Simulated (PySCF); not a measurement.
C5H12Si, quintet, geometry from GFN2-xTB of the parent state (a higher spin typed on purpose: for a closed-shell molecule this is an excited state); B3LYP/STO-3G (PySCF).

PySCF was given this input:
```python
from pyscf import gto, scf, dft

mol = gto.Mole()
mol.atom = '''
    C     2.099693   -0.888076    1.070243
    C     1.479381    0.166694    0.565406
    Si   -0.278228    0.144715   -0.148233
    C    -0.709329    1.910472   -0.725357
    C    -1.514142   -0.418173    1.193817
    C    -0.358966   -1.059615   -1.627745
    H     3.102342   -0.842275    1.469093
    H     1.628466   -1.857144    1.108604
    H     2.011897    1.110722    0.557951
    H    -1.709508    1.956085   -1.145236
    H    -0.018912    2.256853   -1.488545
    H    -0.668738    2.616718    0.098484
    H    -1.505593    0.253991    2.046644
    H    -2.529480   -0.449105    0.809552
    H    -1.270898   -1.411231    1.558895
    H     0.323845   -0.762190   -2.418000
    H    -0.090544   -2.067771   -1.327282
    H    -1.357511   -1.098478   -2.053075
'''
mol.basis = 'sto-3g'
mol.charge = 0
mol.spin = 4
mol.verbose = 4
mol.build()

mf = dft.ROKS(mol)
mf.xc = 'b3lyp'
mf.kernel()
```

Question: What does PySCF print? Leave out banner, timings and long lists.

Answer: 
```
PySCF version 2.14.0

[INPUT] verbose = 4
[INPUT] num. atoms = 18
[INPUT] num. electrons = 56
[INPUT] charge = 0
[INPUT] spin (= nelec alpha-beta = 2S) = 4
[INPUT] symmetry False subgroup None
[INPUT] Mole.unit = angstrom
[INPUT] Symbol           X                Y                Z      unit          X                Y                Z       unit  Magmom
[INPUT]  1 C      2.099693000000  -0.888076000000   1.070243000000 AA    3.967844715666  -1.678220417799   2.022466156733 Bohr   0.0
[INPUT]  2 C      1.479381000000   0.166694000000   0.565406000000 AA    2.795624923885   0.315006006608   1.068462489186 Bohr   0.0
[INPUT]  3 Si    -0.278228000000   0.144715000000  -0.148233000000 AA   -0.525774720185   0.273471716116  -0.280119772623 Bohr   0.0
[INPUT]  4 C     -0.709329000000   1.910472000000  -0.725357000000 AA   -1.340437542212   3.610268848650  -1.370726072536 Bohr   0.0
[INPUT]  5 C     -1.514142000000  -0.418173000000   1.193817000000 AA   -2.861313693701  -0.790232442688   2.255987172850 Bohr   0.0
[INPUT]  6 C     -0.358966000000  -1.059615000000  -1.627745000000 AA   -0.678347428031  -2.002382147481  -3.075992250630 Bohr   0.0
[INPUT]  7 H      3.102342000000  -0.842275000000   1.469093000000 AA    5.862576724735  -1.591669071568   2.776183421516 Bohr   0.0
[INPUT]  8 H      1.628466000000  -1.857144000000   1.108604000000 AA    3.077354743166  -3.509493533879   2.094957940597 Bohr   0.0
[INPUT]  9 H      2.011897000000   1.110722000000   0.557951000000 AA    3.801934320834   2.098960380529   1.054374580927 Bohr   0.0
[INPUT] 10 H     -1.709508000000   1.956085000000  -1.145236000000 AA   -3.230501927753   3.696464926370  -2.164182387992 Bohr   0.0
[INPUT] 11 H     -0.018912000000   2.256853000000  -1.488545000000 AA   -0.035738500468   4.264834073403  -2.812942374091 Bohr   0.0
[INPUT] 12 H     -0.668738000000   2.616718000000   0.098484000000 AA   -1.263731669089   4.944880365220   0.186107787652 Bohr   0.0
[INPUT] 13 H     -1.505593000000   0.253991000000   2.046644000000 AA   -2.845158425062   0.479973428104   3.867596634484 Bohr   0.0
[INPUT] 14 H     -2.529480000000  -0.449105000000   0.809552000000 AA   -4.780024437565  -0.848685451173   1.529831563594 Bohr   0.0
[INPUT] 15 H     -1.270898000000  -1.411231000000   1.558895000000 AA   -2.401649152257  -2.666840088496   2.945884606954 Bohr   0.0
[INPUT] 16 H      0.323845000000  -0.762190000000  -2.418000000000 AA    0.611978356810  -1.440330354882  -4.569357769198 Bohr   0.0
[INPUT] 17 H     -0.090544000000  -2.067771000000  -1.327282000000 AA   -0.171103362223  -3.907520878318  -2.508199470065 Bohr   0.0
[INPUT] 18 H     -1.357511000000  -1.098478000000  -2.053075000000 AA   -2.565324001084  -2.075822573860  -3.879749463191 Bohr   0.0

nuclear repulsion = 296.671331033431
number of shells = 32
number of NR pGTOs = 138
number of NR cGTOs = 46
basis = sto-3g
ecp = {}

******** <class 'pyscf.dft.roks.ROKS'> ********
method = ROKS
initial guess = minao
damping factor = 0
level_shift factor = 0
DIIS = <class 'pyscf.scf.diis.CDIIS'>
diis_start_cycle = 1
diis_space = 8
diis_damp = 0
SCF conv_tol = 1e-09
SCF conv_tol_grad = None
SCF max_cycles = 50
direct_scf = True
direct_scf_tol = 1e-13
num. doubly occ = 26  num. singly occ = 4
XC library pyscf.dft.libxc version 7.1.2
    S. Lehtola, C. Steigemann, M. J. T. Oliveira, and M. A. L. Marques,  SoftwareX 7, 1–5 (2018)
XC functionals = b3lyp
    P. J. Stephens, F. J. Devlin, C. F. Chabalowski, and M. J. Frisch,  J. Phys. Chem. 98, 11623 (1994)
radial grids:
    Treutler-Ahlrichs [JCP 102, 346 (1995); DOI:10.1063/1.469408] (M4) radial grids

becke partition: Becke, JCP 88, 2547 (1988); DOI:10.1063/1.454033
pruning grids: <function nwchem_prune>
grids dens level: 3
symmetrized grids: False
atomic radii adjust function: <function treutler_atomic_radii_adjust>
small_rho_cutoff = 0
Set gradient conv threshold to 3.16228e-05
tot grids = 207472
init E= -481.582321238448
  HOMO = 0.136805145160026  LUMO = 0.192664429201489  gap/eV = 1.52001
cycle= 1 E= -480.867594515044  delta_E= 0.715  |g|= 0.439  |ddm|= 4.33
  HOMO = 0.298270629444834  LUMO = 0.352913632429851  gap/eV = 1.48691
cycle= 2 E= -480.370598494065  delta_E= 0.497  |g|= 0.86  |ddm|= 2.94

WARN: HOMO 0.322934903333561 >= LUMO 0.192891052413875

cycle= 3 E= -480.134280748043  delta_E= 0.236  |g|= 0.77  |ddm|= 4.57

WARN: HOMO 0.424519648587041 >= LUMO 0.276501748917863

cycle= 4 E= -480.749732802712  delta_E= -0.615  |g|= 0.255  |ddm|= 5.13
  HOMO = 0.256160812042956  LUMO = 0.305343418644  gap/eV = 1.33833
cycle= 5 E= -480.943011477666  delta_E= -0.193  |g|= 0.128  |ddm|= 4.36
  HOMO = 0.253382435019946  LUMO = 0.311088138838561  gap/eV = 1.57025
cycle= 6 E= -480.959662442144  delta_E= -0.0167  |g|= 0.0886  |ddm|= 1.01
  HOMO = 0.258510346229726  LUMO = 0.314089495719927  gap/eV = 1.51239
cycle= 7 E= -480.963098099398  delta_E= -0.00344  |g|= 0.0586  |ddm|= 0.335
  HOMO = 0.264338242981553  LUMO = 0.315075354574493  gap/eV = 1.38063
cycle= 8 E= -480.966363560262  delta_E= -0.00327  |g|= 0.0308  |ddm|= 0.431
  HOMO = 0.266760333433075  LUMO = 0.317559235875786  gap/eV = 1.38231
cycle= 9 E= -480.966708201597  delta_E= -0.000345  |g|= 0.0256  |ddm|= 0.263
  HOMO = 0.267799320317598  LUMO = 0.317858537751779  gap/eV = 1.36218
cycle= 10 E= -480.967272909771  delta_E= -0.000565  |g|= 0.00781  |ddm|= 0.164
  HOMO = 0.267309581298319  LUMO = 0.318579137767056  gap/eV = 1.39512
cycle= 11 E= -480.967358099388  delta_E= -8.52e-05  |g|= 0.00296  |ddm|= 0.0535
  HOMO = 0.26689130977587  LUMO = 0.319074632718647  gap/eV = 1.41998
cycle= 12 E= -480.967355548851  delta_E= 2.55e-06  |g|= 0.00362  |ddm|= 0.0198
  HOMO = 0.266870784703819  LUMO = 0.319149752154156  gap/eV = 1.42258
cycle= 13 E= -480.967365109245  delta_E= -9.56e-06  |g|= 0.000678  |ddm|= 0.0154
  HOMO = 0.266880916785492  LUMO = 0.319201552659654  gap/eV = 1.42372
cycle= 14 E= -480.967365796507  delta_E= -6.87e-07  |g|= 0.000473  |ddm|= 0.00518
  HOMO = 0.266832750545731  LUMO = 0.319225210048051  gap/eV = 1.42567
cycle= 15 E= -480.967366058437  delta_E= -2.62e-07  |g|= 0.000178  |ddm|= 0.00272
  HOMO = 0.266813118680657  LUMO = 0.319234743264651  gap/eV = 1.42647
cycle= 16 E= -480.967366097513  delta_E= -3.91e-08  |g|= 3.23e-05  |ddm|= 0.00088
  HOMO = 0.266815102108088  LUMO = 0.319229420266744  gap/eV = 1.42627
cycle= 17 E= -480.967366098558  delta_E= -1.04e-09  |g|= 2.2e-05  |ddm|= 0.000334
  HOMO = 0.266815468961815  LUMO = 0.319229453741188  gap/eV = 1.42626
cycle= 18 E= -480.96736609923  delta_E= -6.72e-10  |g|= 7.2e-06  |ddm|= 8.88e-05
  HOMO = 0.266814975615409  LUMO = 0.31922955991943  gap/eV = 1.42627
Extra cycle  E= -480.967366098313  delta_E= 9.17e-10  |g|= 3.18e-05  |ddm|= 0.00019
converged SCF energy = -480.967366098313
```
